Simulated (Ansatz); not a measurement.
One change: `O[SiH](O)[NH][GeH3]` becomes `O[SiH2]O`.

Ansatz, PBE0-D4/def2-TZVP geometries, multiplicity 1. Each molecule was computed in one conformer, which needn't be the lowest.

Scalar relativity is left out up to krypton.

```tsv
property	`O[SiH](O)[NH][GeH3]`
HOMO–LUMO gap (PBE/def2-TZVPP) / eV	5.78
size of the dipole moment (PBE/def2-TZVPP) / D	1.40
size of the dipole moment (ωB97M-V/def2-TZVPP) / D	1.47
HOMO–LUMO gap (ωB97M-V/def2-TZVPP) / eV	11.89
HOMO energy (ωB97M-V/def2-TZVPP) / eV	-9.87
HOMO–LUMO gap (PBE0/def2-TZVPP) / eV	8.00
```

Give the same properties after the change, and the shifts. (An estimate is asked.)

Computed: 
| property | `O[SiH2]O` | shift |
| --- | --- | --- |
| HOMO–LUMO gap (PBE/def2-TZVPP) / eV | 7.01 | 1.23 |
| size of the dipole moment (PBE/def2-TZVPP) / D | 1.09 | -0.31 |
| size of the dipole moment (ωB97M-V/def2-TZVPP) / D | 1.06 | -0.41 |
| HOMO–LUMO gap (ωB97M-V/def2-TZVPP) / eV | 13.21 | 1.32 |
| HOMO energy (ωB97M-V/def2-TZVPP) / eV | -11.20 | -1.33 |
| HOMO–LUMO gap (PBE0/def2-TZVPP) / eV | 9.39 | 1.39 |

Dipoles are sizes alone; their direction can turn.
